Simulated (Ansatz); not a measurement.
A nudged elastic band was laid between two geometries of AlClHSe (4 atoms, charge 0, multiplicity 2).

Method: UHF/def2-SVP in Ansatz 0.2.0.

* movable images: 5
* climbing image: yes
* spring: 5.0 eV/Å²
* optimiser: quadratic models (default)
* start path: through a guess of the saddle point
* force threshold: 0.2 eV/Å
* iteration limit: 60
* end points: relaxed

First end point:

```xyz
4
Properties=species:S:1:pos:R:3
Cl -2.586 -0.229 -0.243
Al -0.702 0.635 0.190
Se 1.169 -0.713 -0.186
H 2.119 0.308 0.239
```

Last end point:

```xyz
4
Properties=species:S:1:pos:R:3
Cl -2.039 0.267 -0.029
Al 0.061 0.160 0.061
Se 1.081 -1.812 -0.586
H 0.896 1.384 0.553
```

Task: What changes between the two ends?

Result: Bonds broken: Se3–H4. Bonds formed: Al2–H4.

Task: Give the energies along the band, and the barrier.

Result: It converged. The highest image is number 3 of 0 to 6, 147.9 kJ/mol above the first end and 187.6 kJ/mol above the last; the last end lies 39.7 kJ/mol below the first. The threshold of 0.2 eV/Å is loose, so the images may lie well off the minimum-energy path. Another band between the same ends (5 images) ends at a top of the same energy, where a vibrational analysis finds 1 clearly imaginary mode.

```tsv
image	path coordinate (Å)	energy (kJ/mol)	Se3–H4 (Å)	Al2–H4 (Å)
0	0.00	0.0	1.46	2.84
1	0.42	14.6	1.46	2.46
2	0.85	60.6	1.50	2.04
3	1.27	147.9	1.85	1.72
4	1.73	57.4	2.40	1.59
5	2.18	-16.7	2.94	1.56
6	2.64	-39.7	3.40	1.56
```

Task: What is the geometry of the highest image?

Result: 
```xyz
4
Properties=species:S:1:pos:R:3
Cl -2.423 0.148 -0.097
Al -0.342 0.225 0.063
Se 1.465 -1.054 -0.287
H 1.301 0.681 0.322
```

Run time: 62 s on 1 thread of AMD EPYC 7R43 64-Core Processor (Zen 3), with other jobs on the host, peak memory 0.23 GiB.
